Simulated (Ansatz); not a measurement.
Reaction (formal exchange of groups at a B–C bond): `BC(F)OC=O` + `CN[SiH3]` → `BCN[SiH3]` + `O=COCF`

Isolated molecules relaxed with PBE0-D4/def2-TZVP in Ansatz; ΔE leaves out vibrations. CCSD(T)/CBS is the MP2 limit (def2-TZVPP, def2-QZVPP) plus CCSD(T) − MP2 in def2-TZVPP, frozen cores. This one scheme is used for every species. DFT in def2-TZVPP. B3LYP here is the variant with VWN-RPA as its local correlation; programs differ in this. One conformer a species, not always the lowest.

`BC(F)OC=O`:

Cartesian coordinates in Å:
```
B -0.742 0.814 -1.429
C -0.454 -0.185 -0.257
F -0.862 -1.474 -0.491
O 0.919 -0.225 0.081
C 1.204 -0.451 1.378
O 0.411 -0.548 2.260
H -0.189 1.870 -1.417
H -1.565 0.546 -2.245
H -1.018 0.170 0.625
H 2.295 -0.517 1.494
```

`CN[SiH3]`:

```xyz
10

C     1.173   -0.630    0.424
N     0.406    0.515   -0.017
Si   -1.279    0.446   -0.334
H     2.060   -0.315    0.980
H     0.568   -1.234    1.106
H     1.499   -1.287   -0.394
H     0.950    1.193   -0.526
H    -1.969   -0.073    0.878
H    -1.680   -0.442   -1.468
H    -1.727    1.827   -0.649
```

`BCN[SiH3]`:

```xyz
12

B     1.561    0.660    1.403
C     0.273    0.031    0.827
N     0.010    0.188   -0.583
Si   -1.329   -0.493   -1.405
H     1.756    0.593    2.581
H     2.379    1.182    0.699
H    -0.575    0.386    1.436
H     0.359   -1.036    1.130
H     0.781    0.559   -1.112
H    -1.246   -0.055   -2.822
H    -1.361   -1.987   -1.358
H    -2.607   -0.028   -0.796
```

`O=COCF`:

```xyz
8

O     0.255   -0.684    1.648
C    -0.723   -0.417    1.023
O    -0.749    0.147   -0.202
C     0.494    0.399   -0.799
F     0.910   -0.713   -1.461
H    -1.756   -0.582    1.356
H     1.240    0.653   -0.044
H     0.328    1.197   -1.522
```

```tsv
level	ΔE (kJ/mol)	difference from CCSD(T)/CBS
PBE-D4	-18.5	-0.5
r2SCAN-D4	-18.1	-0.1
PBE0-D4	-20.1	-2.1
B3LYP-D4	-17.1	0.9
ωB97X-V	-17.5	0.5
ωB97M-V	-18.3	-0.3
B2PLYP	-17.6	0.4
PBE	-18.4	-0.4
r2SCAN	-18.1	-0.1
PBE0	-20.0	-2.0
B3LYP	-17.0	1.0
HF/def2-TZVPP	-17.5	0.5
MP2/def2-TZVPP	-20.1	-2.1
SCS-MP2/def2-TZVPP	-18.2	-0.2
CCSD/def2-TZVPP	-18.1	-0.1
CCSD(T)/def2-TZVPP	-18.0	0.0
HF/def2-QZVPP	-18.1	-0.1
MP2/def2-QZVPP	-20.3	-2.3
SCS-MP2/def2-QZVPP	-18.4	-0.4
HF/CBS(def2)	-18.2	-0.2
MP2/CBS(def2)	-20.1	-2.1
CCSD/CBS(def2)	-18.2	-0.2
CCSD(T)/CBS	-18.0	0
```

Largest T1 diagnostic among the species: 0.015.
